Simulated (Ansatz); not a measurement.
Born–Oppenheimer molecular dynamics of BClH$_{4}$OS (8 atoms, charge 0, multiplicity 1). It starts at the highest image of a converged band, a first-order saddle point between two minima.

Level of theory: RKS PBE0-D4/6-31G* in Ansatz 0.2.0.

- ensemble: NVE (velocity Verlet)
- time step: 0.5 fs
- steps asked: 200
- starting velocities drawn for: 100 K
- seed: 6412

First frame:

```xyz
8
Properties=species:S:1:pos:R:3
B -0.204 0.305 0.007
Cl -0.070 -0.177 2.225
H 0.854 -0.128 -0.332
O -1.424 -0.057 -0.470
H -1.430 -0.982 -0.747
S -0.143 2.229 0.411
H -1.480 2.369 0.509
H -0.045 1.413 1.721
```

Problem. What does the run give?

Solution. All steps were run.

```
steps done                                               : 200
time covered                                             : 100 fs
mean temperature over the second half                    : 936 K
spread of the potential energy over the second half      : 17.3 meV per atom
mean potential energy of the second half above the start : -81.0 meV per atom
```

The conserved energy stayed within 0.065 meV per atom of its start (net change -0.018 meV per atom), so the integration is sound. The kinetic energy rose, since the run started high on the potential surface and went downhill. It ends in pieces (BClH2O + H2S), so much of that is their flight and rotation, not heat. A run of 0.1 ps of so small a system gives no equilibrium averages. The orbitals stay closed-shell, which can raise the energy where a bond breaks towards radicals; this wasn't checked here.

Problem. What happens to the structure?

Solution. Between its relaxed ends the band would form B1–S6, Cl2–H8 and break B1–Cl2, S6–H8. These pairs go: B1–S6 1.97 → 3.12 Å, Cl2–H8 1.67 → 4.06 Å, B1–Cl2 2.27 → 1.72 Å, S6–H8 1.55 → 1.36 Å. In the last frame they stand as before the step (other bonds may differ from the relaxed reactants and products). It ends as BClH2O + H2S. Pairs count as bonded within 1.25 times the sum of covalent radii (0.12 Å more for H–H). Another seed would give other details.

Problem. How do temperature and energy run in time?

Solution. 
```csv
time (fs),T (K),potential energy less start (eV),conserved less start (meV/atom)
0,100,0.000,0.00
5,47,0.042,0.03
10,53,0.037,0.04
15,100,0.001,0.05
20,225,-0.096,0.02
25,399,-0.232,0.00
30,537,-0.339,0.02
35,683,-0.452,0.02
40,699,-0.464,0.01
45,577,-0.370,0.00
50,527,-0.331,0.02
55,806,-0.547,0.02
60,1022,-0.715,0.02
65,982,-0.684,0.00
70,863,-0.592,-0.03
75,752,-0.506,-0.01
80,767,-0.517,0.04
85,982,-0.684,0.05
90,1155,-0.818,0.01
95,1188,-0.844,-0.03
100,1113,-0.786,-0.02
```

Time of the run: 5.7 min on 1 thread of INTEL(R) XEON(R) PLATINUM 8581C CPU @ 2.30GHz (Emerald Rapids), with other jobs on the host, peak memory 0.17 GiB.
